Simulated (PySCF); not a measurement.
**Indium: a sound run and one with changed settings**

Sound run: In [Kr] 4d10 5s2 5p1, In⁺ [Kr] 4d10 5s2. All numbers are calculated (PySCF 2.14, scalar relativity through the core potential, in def2-SVP with the def2 core potential (28 electrons) (4s4p2d, 26 functions)). In the sound run the correlated levels freeze 4s2 4p6 4d10 outside the core potential. The sound run starts from symmetry-adapted Hartree-Fock orbitals and uses a fine grid where one is needed.

Changed run: all electrons correlated in a basis built for the valence shell.

| species | method | sound run (hartree) | changed run (hartree) | converged |
| --- | --- | --- | --- | --- |
| In | MP2 | -189.23176 | -189.27135 | yes |
| In⁺ | MP2 | -189.03602 | -189.07310 | yes |

Ionisation energy of In:

```tsv
method	sound run (eV)	changed run (eV)
UHF	5.199	5.199
MP2	5.326	5.395
SCS-MP2	5.309	5.347
```

A valence basis has no tight correlating functions, so it recovers only part of the core correlation, and not evenly between atom and ion.

For comparison, NIST gives 5.786 eV between the lowest levels.
